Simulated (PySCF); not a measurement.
## Working out the ionisation energy of Ir

Ir [Xe] 4f14 5d7 6s2 (4F) → Ir+ [Xe] 4f14 5d7 6s1 (5F). All numbers are calculated (PySCF 2.14, a scalar-relativistic core potential, in aug-cc-pwCVQZ-PP with ECP60MDF). Frozen: nothing. Energies in hartree (1 hartree = 27.21139 eV):

| part | Ir (lower) | Ir+ (upper) |
| --- | --- | --- |
| UHF | -103.627180 | -103.368910 |
| MP2 opposite-spin | -0.445834 | -0.388355 |
| MP2 same-spin | -0.187923 | -0.174107 |

Q: What does Hartree-Fock give?

A: (-103.368910) − (-103.627180) = 0.258270 hartree = 7.028 eV.

Q: What do MP2 and SCS-MP2 (6/5 opposite-spin, 1/3 same-spin) give?

A: The opposite-spin parts differ by 1.564 eV and the same-spin parts by 0.376 eV. MP2: 7.028 + (1.564) + (0.376) = 8.968 eV. SCS-MP2: 7.028 + 1.2 × (1.564) + (0.376)/3 = 9.030 eV.

Measured between the centres of the two terms (NIST): 8.926 eV, so MP2 (valence and next inner shell) is off by 0.042 eV.

What remains against the reference includes basis incompleteness and correlation beyond second order.
